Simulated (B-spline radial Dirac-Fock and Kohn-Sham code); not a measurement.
## X-ray scattering factor of S⁺

System: S⁺, [Ne] 3s2 3p3, inside a Watson sphere of charge -1 and radius 2.7 Å (a model of the Madelung potential; inside it an electron's potential energy is raised by 5.3 eV).

Input file task.json (cfg lists n, l and occupation; rrms is the nuclear radius in fm):

```json
{"items": [{
  "Z": 16,
  "q": 1,
  "cfg": [[1, 0, 2], [2, 0, 2], [2, 1, 6], [3, 0, 2], [3, 1, 3]],
  "A": 32,
  "rrms": 3.2611,
  "watson": [-1, 2.7],
  "do": ["scatter"],
  "s": [0.0, 0.08, 0.09, 0.11, 0.14, 0.17, 0.2, 0.25, 0.3, 0.36, 0.44, 0.53, 0.65, 0.79, 0.95, 1.16, 1.4, 1.7, 2.07, 2.51, 3.04, 3.69, 4.47],
  "pz": [0, 0.1, 0.14, 0.18, 0.25, 0.33, 0.45, 0.61, 0.82, 1.1, 1.5, 2.0, 2.7, 3.7, 5.0, 6.7, 9.1, 12.0, 17.0, 22.0, 30.0],
  "hv_scatter": [1000, 2000, 5000, 17479.3, 50000, 100000, 200000, 500000]
}]}
```

Command: `python xray_run.py task.json out`

Method: Dirac-Fock orbitals of the configuration average with a finite nucleus. Computed with an atomic code on a B-spline grid. f₀ is the Fourier transform of the spherical electron density, S the Waller-Hartree incoherent function, and s = sin θ/λ. The electron scattering factor follows from the Mott-Bethe formula f_e = 0.023934 Å⁻¹·(Z − f₀)/s².

```tsv
s (Å⁻¹)	f₀	S	f_e (Å)
0	15.000	0.000	–
0.08	14.087	1.160	7.155
0.09	13.869	1.418	6.297
0.11	13.391	1.961	5.160
0.14	12.613	2.784	4.136
0.17	11.819	3.557	3.462
0.2	11.062	4.244	2.954
0.25	9.961	5.187	2.313
0.3	9.088	5.923	1.838
0.36	8.298	6.628	1.422
0.44	7.512	7.419	1.049
0.53	6.783	8.229	0.785
0.65	5.870	9.232	0.574
0.79	4.853	10.260	0.427
0.95	3.839	11.213	0.322
1.16	2.844	12.118	0.234
1.4	2.131	12.786	0.169
1.7	1.654	13.297	0.119
2.07	1.370	13.703	0.082
2.51	1.179	14.052	0.056
3.04	0.996	14.365	0.039
3.69	0.793	14.625	0.027
4.47	0.586	14.806	0.018
```

f₀ starts at the number of electrons, 15, and has fallen to half at s ≈ 0.44 Å⁻¹. The sum of ⟨r²⟩ over the electrons is 21.05 bohr². For an ion f_e diverges as s goes to zero, because of the net charge.
